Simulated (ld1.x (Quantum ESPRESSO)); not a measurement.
**u(r) = r·R(r): atom against pseudo-atom (S)**

Columns: radius, all-electron u(r) and pseudo u(r) of the 3s shell (level -39.26 eV) of sulfur in the configuration [Ne] 3s2 3p2; LDA (PZ), non-relativistic, RRKJ scheme, ld1.x (Quantum ESPRESSO) 7.5.

| r (bohr) | all-electron | pseudo |
| --- | --- | --- |
| 0.072 | 0.2088 | 0.0017 |
| 0.145 | -0.0622 | 0.0081 |
| 0.217 | -0.3096 | 0.0229 |
| 0.290 | -0.4308 | 0.0495 |
| 0.362 | -0.4307 | 0.0889 |
| 0.435 | -0.3449 | 0.1423 |
| 0.507 | -0.2100 | 0.2071 |
| 0.580 | -0.0494 | 0.2824 |
| 0.652 | 0.1138 | 0.3631 |
| 0.725 | 0.2718 | 0.4476 |
| 0.798 | 0.4147 | 0.5310 |
| 0.870 | 0.5370 | 0.6089 |
| 0.942 | 0.6393 | 0.6798 |
| 1.015 | 0.7227 | 0.7423 |
| 1.088 | 0.7864 | 0.7941 |
| 1.160 | 0.8318 | 0.8337 |
| 1.232 | 0.8614 | 0.8616 |
| 1.305 | 0.8775 | 0.8775 |
| 1.378 | 0.8814 | 0.8814 |
| 1.450 | 0.8752 | 0.8752 |
| 1.522 | 0.8608 | 0.8608 |
| 1.595 | 0.8395 | 0.8395 |
| 1.668 | 0.8128 | 0.8128 |
| 1.740 | 0.7824 | 0.7824 |
| 1.812 | 0.7492 | 0.7492 |
| 1.885 | 0.7134 | 0.7134 |

**Question.** How many radial nodes do the two functions have?

**Answer.** The all-electron 3s function has n − l − 1 = 2; the pseudo-wave has 0, since the states of the same l below it are removed with the core.

**Question.** At about which radius was the pseudo-wave matched?

**Answer.** 1.30 bohr, where the columns begin to agree (steps of 0.07 bohr).

**Question.** Is the pseudo-wave norm-conserving?

**Answer.** Yes: the RRKJ scheme keeps the norm inside the radius equal to the all-electron one, which fixes the energy derivative of the logarithmic derivative at the level.
